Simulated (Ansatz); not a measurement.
Consider the ligand exchange at the Si–O bond: `O[Si](F)(F)F` + HBr → `F[Si](F)(F)Br` + H₂O.

Isolated molecules relaxed with PBE0-D4/def2-TZVP in Ansatz; ΔE leaves out vibrations. CCSD(T)/CBS adds triple-zeta CCSD(T) − MP2 to the extrapolated MP2 energy (def2 sets, frozen cores). This one scheme is used for every species. For Br outer-core shells are correlated without core-valence functions, which leaves a few kJ/mol of doubt a bond. Scalar relativity is left out up to krypton. Each species was taken in one conformer, which may not be the lowest.

`O[Si](F)(F)F`:

Cartesian coordinates in Å:
```
O 0.915 -0.786 0.410
Si -0.336 0.074 -0.108
F -0.066 0.747 -1.502
F -0.721 1.230 0.886
F -1.555 -0.898 -0.245
H 1.763 -0.367 0.559
```

HBr:

```xyz
2

Br   -0.053   -0.635   -0.314
H     0.053    0.635    0.314
```

`F[Si](F)(F)Br`:

Z-matrix (Å, degrees):
```
Si
F 1 1.568
F 1 1.567 2 108.4
Br 1 2.162 2 110.6 3 -121.3
F 1 1.567 2 108.3 3 117.4
```

H₂O:

Z-matrix (Å, degrees):
```
O
H 1 0.960
H 1 0.960 2 105.1
```

```csv
species,HF/def2-TZVPP energy (Eh)
`O[Si](F)(F)F`,-663.16425
HBr,-2573.00153
`F[Si](F)(F)Br`,-3160.08545
H₂O,-76.06237
```

(1) Work out ΔE.

Largest T1 diagnostic among the species: 0.011.

## Answers

(1) ΔE = (-3160.08545) + (-76.06237) − (-663.16425) − (-2573.00153) = 0.01796 Eh = +47.2 kJ/mol. CCSD(T)/CBS gives +27.9 kJ/mol.

Leaving LDA and LC-ωPBE aside and taking each functional with its dispersion term where it has one, the values, not all of them listed here, spread over 19.6 kJ/mol, from revPBE-D4 to CAM-B3LYP-D4. LDA lies +7.9 kJ/mol from PBE without D4. From PBE to PBE0 (25 % exact exchange), in def2-TZVPP and without D4, ΔE moves by +3.7 kJ/mol. At CCSD(T), def2-SVP lies +10.9 kJ/mol from the extrapolated value and def2-TZVPP +7.7 kJ/mol.
